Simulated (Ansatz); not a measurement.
```xyz
12

C    -1.863    1.058    0.375
O    -0.495    0.866    0.617
Mo    0.747   -0.399    0.022
N     0.017   -1.322   -1.244
N     2.150    0.433   -0.544
O     1.246   -1.601    1.401
H    -2.396    1.088    1.330
H    -2.014    2.012   -0.139
H    -2.281    0.253   -0.238
H    -0.037   -1.658   -2.195
H     2.833    0.745   -1.219
H     2.094   -1.475    1.834
```

The species carries charge 0 and has multiplicity 1. Mo takes the def2 core potential.

Question: List the PBE0/def2-TZVPP orbital energies in eV (Ansatz). (Estimate.)

Answer: Ansatz gave: Occupied: -522.90, -522.68, -391.26, -391.22, -279.41, -72.84, -45.66, -45.46, -45.34, -27.90, -27.23, -21.93, -21.74, -18.92, -14.00, -13.46, -13.20, -13.02, -12.75, -12.55, -10.54, -10.35, -9.59, -8.82, -8.43, -8.12, -7.91, -7.50. Lowest empty: -1.13, -0.93, -0.24, -0.04, 0.32, 0.67, 1.01, 1.27.
